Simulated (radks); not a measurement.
Task: All-electron atom: La2+ in [Kr] 4d10 5s1.75 5p6 5d1.25 (fractional occupations, a model configuration). All-electron calculation, scalar-relativistic Kohn-Sham, PBE, spin-unpolarised, spherical densities, finite nucleus; Fermi nuclear charge, rms radius 4.855 fm. Program: a radial shooting solver on a logarithmic mesh with Libxc functionals. Some entries of the table are withheld. Estimate them.

orbital  occ.  eigenvalue (eV)  r(max) (bohr)
1s          2              (1)        0.01608
2s          2        -6182.328        0.09094
2p          6              (2)        0.07313
3s          2        -1333.210            (3)
3p          6        -1128.921         0.2548
3d         10        -835.3449         0.2101
4s          2        -280.2063         0.6083
4p          6        -213.7580         0.6353
4d         10        -117.5710         0.6716
5s       1.75         -52.1743          1.407
5p          6         -35.4809          1.581
4f          0              (4)         0.7416
5d       1.25         -15.0422          2.114
6s          0         -13.6848          3.415

Result: 
(1) 1s eigenvalue (eV): -38762.28
(2) 2p eigenvalue (eV): -5542.683
(3) 3s r(max) (bohr): 0.2604
(4) 4f eigenvalue (eV): -17.8178
